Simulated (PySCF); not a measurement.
A GIAO shielding run with PySCF (density fitting, non-relativistic, gas phase) on SMILES Cc1c(C#C)nncc1[SiH3], C7H8N2Si:

```
$ OMP_NUM_THREADS=1 python probes_run.py task.json out

{"job": {"kind": "nmr", "xc": "B3LYP", "basis": "pcSseg-1", "pop": false}, "charge": 0, "multiplicity": 1}
C     -3.521293     0.395252    -0.791537
C     -2.386808     0.611021    -0.422715
C     -1.041002     0.852530     0.009986
N     -0.846581     1.996677     0.683490
N      0.343014     2.307221     1.122798
C      1.363899     1.482575     0.902673
C      1.262241     0.269380     0.210690
Si     2.780883    -0.820986    -0.041318
C     -0.008113    -0.071859    -0.267725
C     -0.261868    -1.341740    -1.014558
H     -4.532770     0.222282    -1.110489
H      2.321617     1.823306     1.309705
H      3.082641    -0.962634    -1.497716
H      2.540140    -2.181908     0.524803
H      3.933706    -0.178154     0.652759
H     -1.262885    -1.354754    -1.462974
H      0.483049    -1.483448    -1.813297
H     -0.182066    -2.207673    -0.336368
```

Hardware: 1 thread of an Intel Xeon 6975P-C, shared host. The job also computes ring-centre shieldings.

Problem. How large is the calculation?

Solution. 78 electrons, 217 basis functions and 1134 auxiliary functions.

Problem. How long does it take, and how much memory does it need?

Solution. 31 s of wall time, with 15 SCF cycles and 5 response iterations; peak memory 1.2 GiB. Times on a shared host scatter by some tens of per cent.

Problem. And these other runs on the same molecule and hardware: GIAO shielding at PBE0/pcSseg-1?

Solution. PBE0/pcSseg-1: 217 functions, 37 s.
